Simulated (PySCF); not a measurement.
C2H8N2OSi.
Z-matrix (Å and degrees, PBE0-D3(BJ)/def2-SVP geometry), rows numbered from 1:
```
C 
N   1  1.4480
Si  2  1.7431  1  122.13
C   3  1.9266  2  108.20  1   -74.26
N   4  1.3574  3  114.36  2   -15.17
O   4  1.2169  3  121.51  2   165.93
H   1  1.1019  2  109.73  3    40.75
H   1  1.1071  2  114.17  3   -79.44
H   1  1.1026  2  111.22  3   158.54
H   2  1.0145  1  113.27  3   147.98
H   3  1.4918  2  107.02  1   167.85
H   3  1.4953  2  114.93  1    45.43
H   5  1.0141  4  119.95  3  -177.25
H   5  1.0127  4  119.50  3    -1.83
```

Method used: PySCF, PBE0-D3(BJ)/def2-SVP geometry optimisation, gas phase.

Take the most abundant isotopes and a rigid rotor. The values belong to one conformer with, in the numbering `[CH3:1][NH:2][SiH2:3][C:4]([NH2:5])=[O:6]`, C1–N2–Si3–C4 -74°, N2–Si3–C4–N5 -15°.

(1) What are A, B and C (GHz)?

(2) Classify the top.

(3) What does the inertial defect say?

(4) Give the other two planar moments, Paa and Pbb, and the rms extents of the mass along the axes.

(5) List the rotational levels J(Ka,Kc) to J = 5 (cm⁻¹).

(6) Which lines would a microwave search look for?

(7) Estimate the classical rotational partition function at 100 K, 200 K and 298.15 K.

Results:

(1) Ia = 105.59, Ib = 275.37, Ic = 336.52 u·Å²; 505379 MHz·u·Å²/I gives 4786, 1835 and 1502 MHz, that is A = 4.7861, B = 1.8353, C = 1.5018 GHz.

(2) An asymmetric top. Ray's parameter κ = (2B − A − C)/(A − C) = -0.797; −1 is the prolate and +1 the oblate limit.

(3) Not planar: Δ = Ic − Ia − Ib = -44.44 u·Å². For a rigid frame Δ = −2 Σ m c², so Σ m c² = 22.22 u·Å² lies off the ab plane: 8.46 from hydrogen and 13.76 from heavier atoms. The atom farthest from that plane is 1.32 Å away.

(4) Paa = Σ m a² = (Ib + Ic − Ia)/2 = 253.15 and Pbb = Σ m b² = (Ia + Ic − Ib)/2 = 83.37 u·Å². With the mass M = 104.04 u, the rms extents √(P/M) along a, b and c are 1.56, 0.90, 0.46 Å.

(5) Above 0(0,0):
J = 1: 1(0,1) 0.1113, 1(1,1) 0.2097, 1(1,0) 0.2209
J = 2: 2(0,2) 0.3330, 2(1,2) 0.4212, 2(1,1) 0.4546, 2(2,1) 0.7499, 2(2,0) 0.7508
J = 3: 3(0,3) 0.6635, 3(1,3) 0.7380, 3(1,2) 0.8047, 3(2,2) 1.0838, 3(2,1) 1.0882, 3(3,1) 1.6043, 3(3,0) 1.6044
J = 4: 4(0,4) 1.1001, 4(1,4) 1.1593, 4(1,3) 1.2702, 4(2,3) 1.5284, 4(2,2) 1.5414, 4(3,2) 2.0512, 4(3,1) 2.0515, 4(4,1) 2.7776, 4(4,0) 2.7777
J = 5: 5(0,5) 1.6404, 5(1,5) 1.6846, 5(1,4) 1.8502, 5(2,4) 2.0830, 5(2,3) 2.1123, 5(3,3) 2.6104, 5(3,2) 2.6116, 5(4,2) 3.3362, 5(4,1) 3.3362, 5(5,1) 4.2703, 5(5,0) 4.2703
Those of J = 1 are B + C, A + C and A + B.

(6) The dipole components are |μa| = 3.77 D, |μb| = 2.15 D, |μc| = 1.47 D. The squared components, which scale the intensities, stand as 1.00 : 0.33 : 0.15 (a : b : c). Some of the stronger lines:

```json
{"type": "a", "branch": "Q", "J(Ka,Kc)": "3(1,2) ← 3(1,3)", "MHz": "2000", "lower level (cm⁻¹)": "0.738"}
{"type": "c", "branch": "Q", "J(Ka,Kc)": "2(1,2) ← 2(0,2)", "MHz": "2644", "lower level (cm⁻¹)": "0.333"}
{"type": "c", "branch": "Q", "J(Ka,Kc)": "1(1,1) ← 1(0,1)", "MHz": "2951", "lower level (cm⁻¹)": "0.111"}
{"type": "a", "branch": "R", "J(Ka,Kc)": "1(0,1) ← 0(0,0)", "MHz": "3337", "lower level (cm⁻¹)": "0.000"}
{"type": "b", "branch": "Q", "J(Ka,Kc)": "2(1,1) ← 2(0,2)", "MHz": "3644", "lower level (cm⁻¹)": "0.333"}
{"type": "c", "branch": "R", "J(Ka,Kc)": "1(1,0) ← 0(0,0)", "MHz": "6621", "lower level (cm⁻¹)": "0.000"}
{"type": "a", "branch": "R", "J(Ka,Kc)": "2(1,1) ← 1(1,0)", "MHz": "7008", "lower level (cm⁻¹)": "0.221"}
{"type": "b", "branch": "R", "J(Ka,Kc)": "3(0,3) ← 2(1,2)", "MHz": "7261", "lower level (cm⁻¹)": "0.421"}
{"type": "a", "branch": "R", "J(Ka,Kc)": "3(2,2) ← 2(2,1)", "MHz": "10011", "lower level (cm⁻¹)": "0.750"}
{"type": "c", "branch": "R", "J(Ka,Kc)": "2(1,1) ← 1(0,1)", "MHz": "10292", "lower level (cm⁻¹)": "0.111"}
{"type": "b", "branch": "Q", "J(Ka,Kc)": "3(2,2) ← 3(1,3)", "MHz": "10369", "lower level (cm⁻¹)": "0.738"}
{"type": "a", "branch": "R", "J(Ka,Kc)": "3(1,2) ← 2(1,1)", "MHz": "10494", "lower level (cm⁻¹)": "0.455"}
{"type": "b", "branch": "Q", "J(Ka,Kc)": "3(3,0) ← 3(2,1)", "MHz": "15473", "lower level (cm⁻¹)": "1.088"}
{"type": "c", "branch": "R", "J(Ka,Kc)": "2(2,0) ← 1(1,0)", "MHz": "15887", "lower level (cm⁻¹)": "0.221"}
{"type": "b", "branch": "R", "J(Ka,Kc)": "2(2,0) ← 1(1,1)", "MHz": "16220", "lower level (cm⁻¹)": "0.210"}
{"type": "b", "branch": "R", "J(Ka,Kc)": "3(2,2) ← 2(1,1)", "MHz": "18864", "lower level (cm⁻¹)": "0.455"}
{"type": "c", "branch": "R", "J(Ka,Kc)": "3(3,0) ← 2(2,0)", "MHz": "25590", "lower level (cm⁻¹)": "0.751"}
```

(7) Point group C1, symmetry number σ = 1; q = (√π/σ)·√((kT/h)³/(ABC)), k/h = 20836.6 MHz/K: 46400 at 100 K, 131000 at 200 K, 239000 at 298.15 K.

Not checked by PBE0-D3(BJ)/def2-SVP frequencies. Zero-point vibration and centrifugal distortion are left out. A rigid rotor knows nothing of inversion at nitrogen or internal rotation, which can split or shift real lines. Quadrupole hyperfine structure (14N) is left out.
